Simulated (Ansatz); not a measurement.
2,2'-bipyridine (C10H8N2), SMILES c1ccc(-c2ccccn2)nc1. Atoms are numbered in the order given.

```xyz
20

C      3.2497     1.1077     0.7134
C      3.0435    -0.0627    -0.0060
C      1.7415    -0.4684    -0.2697
C      0.6737     0.3111     0.1951
C     -0.7539    -0.0722    -0.0559
C     -1.0948    -1.2329    -0.7634
C     -2.4352    -1.5362    -0.9650
C     -3.4019    -0.6769    -0.4580
C     -2.9667     0.4526     0.2325
N     -1.6899     0.7454     0.4266
N      0.8829     1.4329     0.8844
C      2.1257     1.8163     1.1335
H      4.2534     1.4674     0.9457
H      3.8875    -0.6582    -0.3608
H      1.5688    -1.3842    -0.8327
H     -0.3291    -1.8997    -1.1566
H     -2.7186    -2.4367    -1.5139
H     -4.4673    -0.8719    -0.5908
H     -3.6960     1.1564     0.6498
H      2.2431     2.7454     1.7030
```

Geometry optimised at CAM-B3LYP-D3(BJ)/def2-SVP. One conformer was computed; it need not be the lowest.

Two levels are set side by side: PBE-D3(BJ)/def2-SVP (Ansatz, a first-principles code) and CAM-B3LYP-D3(BJ)/def2-SVP (Ansatz). Each level has its own optimised geometry; the coordinates shown are those of the second. Differences are taken from unrounded values.

```
quantity              CAM-B3LYP-D3(BJ)
--------------------  ----------------
mean bond length (Å)             1.271
bond C1–C2 (Å)                   1.389
bond C1–C12 (Å)                  1.394
bond C2–C3 (Å)                   1.389
bond C3–C4 (Å)                   1.401
bond C4–C5 (Å)                   1.499
bond C4–N11 (Å)                  1.333
bond C5–C6 (Å)                   1.401
bond C5–N10 (Å)                  1.333
bond C6–C7 (Å)                   1.389
bond C7–C8 (Å)                   1.389
bond C8–C9 (Å)                   1.394
bond C9–N10 (Å)                  1.324
bond N11–C12 (Å)                 1.324
bond C1–H13 (Å)                  1.091
bond C2–H14 (Å)                  1.092
bond C3–H15 (Å)                  1.089
```

Task: What does PBE-D3(BJ) give, and how far is it from CAM-B3LYP-D3(BJ)? (Estimate from the structure and the level; the computed values follow.)

Result: 
```csv
quantity,PBE-D3(BJ),PBE-D3(BJ) minus CAM-B3LYP-D3(BJ)
mean bond length (Å),1.282,0.011
bond C1–C2 (Å),1.401,0.012
bond C1–C12 (Å),1.406,0.012
bond C2–C3 (Å),1.400,0.011
bond C3–C4 (Å),1.415,0.014
bond C4–C5 (Å),1.500,0.001
bond C4–N11 (Å),1.349,0.016
bond C5–C6 (Å),1.415,0.014
bond C5–N10 (Å),1.349,0.016
bond C6–C7 (Å),1.400,0.011
bond C7–C8 (Å),1.401,0.012
bond C8–C9 (Å),1.406,0.012
bond C9–N10 (Å),1.336,0.012
bond N11–C12 (Å),1.336,0.012
bond C1–H13 (Å),1.100,0.009
bond C2–H14 (Å),1.101,0.009
bond C3–H15 (Å),1.099,0.010
```

Exact exchange shortens and stiffens bonds; PBE has none. Differences between two approximate levels are no errors against the true value.
